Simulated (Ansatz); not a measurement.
One change: `SB(Cl)Cl` becomes `[SH][Ga]([Cl])[Cl]`.

Ansatz, PBE0-D4/def2-TZVP geometries, multiplicity 1. Each molecule was computed in one conformer, which needn't be the lowest.

Scalar relativity is left out up to krypton.

| property | `SB(Cl)Cl` |
| --- | --- |
| LUMO energy (PBE/def2-TZVPP) / eV | -2.22 |
| HOMO–LUMO gap (B3LYP/def2-TZVPP) / eV | 6.61 |
| LUMO energy (ωB97M-V/def2-TZVPP) / eV | 0.79 |
| size of the dipole moment (ωB97M-V/def2-TZVPP) / D | 1.17 |
| size of the dipole moment (PBE/def2-TZVPP) / D | 1.17 |
| LUMO energy (B3LYP/def2-TZVPP) / eV | -1.48 |

(1) Give the same properties after the change, and the shifts. (An estimate is asked.)

Answers

(1) Computed: 
```tsv
property	`[SH][Ga]([Cl])[Cl]`	shift
LUMO energy (PBE/def2-TZVPP) / eV	-2.50	-0.28
HOMO–LUMO gap (B3LYP/def2-TZVPP) / eV	6.21	-0.40
LUMO energy (ωB97M-V/def2-TZVPP) / eV	0.37	-0.42
size of the dipole moment (ωB97M-V/def2-TZVPP) / D	1.38	0.21
size of the dipole moment (PBE/def2-TZVPP) / D	1.40	0.23
LUMO energy (B3LYP/def2-TZVPP) / eV	-1.88	-0.40
```

Dipoles are sizes alone; their direction can turn.

B3LYP here is the variant with VWN-RPA as its local correlation; programs differ in this.
